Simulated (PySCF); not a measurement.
Job file and geometry (Å, from PBE0-D3(BJ)/def2-SVP) of an NMR shielding run on `[S]=[W](=[S])([Cl])[Cl]`, Cl2S2W, PySCF, GIAO wB97X-D/pcSseg-1 W:def2-TZVP NMR shielding, core potentials past Kr, else non-relativistic, gas phase; density fitting, a coarse starting grid and PySCF grid level 2 are the driver's defaults:

```
{"job": {"kind": "nmr", "xc": "wB97X-D", "basis": {"default": "pcSseg-1", "W": "def2-TZVP"}, "pop": false}, "charge": 0, "multiplicity": 1}
W     -0.012657     0.000333    -0.003229
S      0.034235    -0.027163     2.111613
S      1.989958     0.011093    -0.678259
Cl    -1.010451     1.907032    -0.688965
Cl    -1.001095    -1.891294    -0.741159
```

Question: Write the output of this run.

Answer: 
```
coarse grid: 34200 points
cycle   1  E = -1783.7734150190  dE = -1.959e+01  |g| = 1.087e+00  |ddm| = 7.340e+00
cycle   2  E = -1781.7957897991  dE =  1.978e+00  |g| = 3.291e+00  |ddm| = 2.950e+00
cycle   3  E = -1784.0490164468  dE = -2.253e+00  |g| = 1.524e-01  |ddm| = 2.049e+00
cycle   4  E = -1784.0524963974  dE = -3.480e-03  |g| = 8.242e-02  |ddm| = 2.077e-01
cycle   5  E = -1784.0540017481  dE = -1.505e-03  |g| = 1.212e-02  |ddm| = 7.893e-02
cycle   6  E = -1784.0540374507  dE = -3.570e-05  |g| = 4.514e-03  |ddm| = 1.501e-02
cycle   7  E = -1784.0540455464  dE = -8.096e-06  |g| = 1.070e-03  |ddm| = 7.822e-03
final grid: 62576 points
cycle   8  E = -1784.0447979963  dE = -3.254e-05  |g| = 2.119e-03  |ddm| = 3.233e-02
cycle   9  E = -1784.0447982449  dE = -2.486e-07  |g| = 2.162e-03  |ddm| = 5.570e-03
cycle  10  E = -1784.0447989679  dE = -7.231e-07  |g| = 1.460e-03  |ddm| = 2.383e-03
cycle  11  E = -1784.0447994757  dE = -5.078e-07  |g| = 2.054e-04  |ddm| = 1.244e-03
cycle  12  E = -1784.0447995219  dE = -4.624e-08  |g| = 8.871e-05  |ddm| = 5.995e-04
cycle  13  E = -1784.0447995294  dE = -7.440e-09  |g| = 6.083e-05  |ddm| = 2.200e-04
cycle  14  E = -1784.0447995319  dE = -2.539e-09  |g| = 2.347e-05  |ddm| = 1.275e-04
cycle  15  E = -1784.0447995322  dE = -3.261e-10  |g| = 7.218e-06  |ddm| = 4.440e-05
converged SCF energy = -1784.0447995322

GIAO shielding tensors (ppm)
atom      isotropic    diamagn.    paramagn.     s11        s22        s33       span
  0 W          nan         nan         nan        nan        nan        nan        nan
  1 S     -806.254    1058.569   -1864.823  -1722.304   -636.347    -60.111   1662.194
  2 S     -807.577    1058.585   -1866.162  -1729.566   -631.104    -62.061   1667.505
  3 Cl     553.115    1148.596    -595.481    148.959    664.114    846.271    697.312
  4 Cl     553.242    1148.596    -595.354    149.026    664.040    846.660    697.634
```

Question: Turn these shieldings into chemical shifts. References, each an isolated molecule treated in the same way: CS2 for 33S (σ = 493.71 ppm); 35Cl (σ = 939.37 ppm) vs HCl.

Answer: Averaging equivalent atoms: S 1/2: 1301; Cl 3/4: 386 ppm. No reference was computed at this level for W. 

W is described by an effective core potential, so it has no shielding of its own here; spin–orbit effects on the atoms bonded to it, which can be large, are absent, and the values of these neighbours are rough.

Size and cost of the density-fitted run: 136 basis functions, 18 s wall time (13 s CPU) on 1 thread of an x86-64 server CPU, shared host.
